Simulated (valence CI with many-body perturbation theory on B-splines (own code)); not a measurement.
**Basis-set convergence for Sb20+**

Computed by relativistic CI+MBPT: three valence electrons over a frozen Dirac-Fock core [Ar] 3d10, radial functions for each j: 9 s, 9 p, 8 d, 6 f, 3 g, 1 h, with the one-electron correlation potential Σ1, the two-electron term Σ2, the three-electron term Σ3, Breit, model QED; selected CI, second order for the rest, scaled by the run's own slope (own B-spline code, finite nucleus).

No measured levels were compared; by estimate levels hold to about 250 cm⁻¹ or 0.2 % of their energy and the worst to 1 %, as in measured heavy ions of charge 2 to 7; those with d or f electrons hold less well.

The reference run has the lowest level 4s²4p ²P°_1/2 and an ionisation energy of 585.518 eV. Its largest variational space holds 9361 state functions.

Names give the largest LS component (configuration and term), which can be under half, so a name can repeat, a term be missing and a line seem to break the LS rules; names also repeat where a configuration has a term twice. Letters in brackets count levels of one name in rising energy.

Changed runs:
A. basis 6 s, 6 p, 5 d, 3 f, 1 g
B. basis 5 s, 5 p, 4 d, 2 f

Excitation energies of the reference run in cm⁻¹, and shifts in cm⁻¹:

```
                 Level  Reference       A       B
         4s²4p ²P°_3/2      99623     -12     -11
          4s4p² ⁴P_1/2     346169     -92    -280
          4s4p² ⁴P_3/2     408003    -146    -452
          4s4p² ⁴P_5/2     437323     -90    -249
          4s4p² ²D_3/2     490210     +37    +220
          4s4p² ²P_1/2     523403    +119    +505
          4s4p² ²D_5/2     536599     -39     -42
          4s4p² ²S_1/2     622772    +148    +663
          4s4p² ²P_3/2     630820    +106    +471
          4s²4d ²D_3/2     754186    +190    +946
          4s²4d ²D_5/2     771659    +181    +928
       4p³ ²P°_3/2 [a]     865493     -26     -38
Ionisation energy (eV)    585.518  -0.018  -0.060
```
